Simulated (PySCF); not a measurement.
Ionisation energy of Kr by level of theory

Kr [Kr] (1S) → Kr⁺ [Ar] 3d10 4s2 4p5 (2P), as a difference of total energies. Calculation: PySCF 2.14, in aug-cc-pVTZ-DK (7s6p4d2f, 59 functions); scalar relativity by spin-free X2C-1e. Correlated levels: valence: [Ar] 3d10 frozen. The calculations carry no spin-orbit coupling.

```tsv
method	ionisation energy (eV)
UHF	13.044
LDA	14.329
PBE	14.027
PBE0	14.070
r2SCAN	14.143
M06-2X	14.026
B97-3	14.052
B3LYP	14.139
HSE06	14.067
MP2 (valence)	14.023
SCS-MP2 (valence)	13.939
```

Question: How much does correlation contribute at MP2 (valence)?

Answer: 14.023 − (13.044) = 0.979 eV, measured against UHF.

A first-order spin-orbit estimate (lowest level to lowest level, LS coupling) adds -0.209 eV.

Errors of the correlated levels include the incompleteness of this basis and the frozen core.

For comparison: 14.000 eV (measured; NIST Atomic Spectra Database, ionization energies).
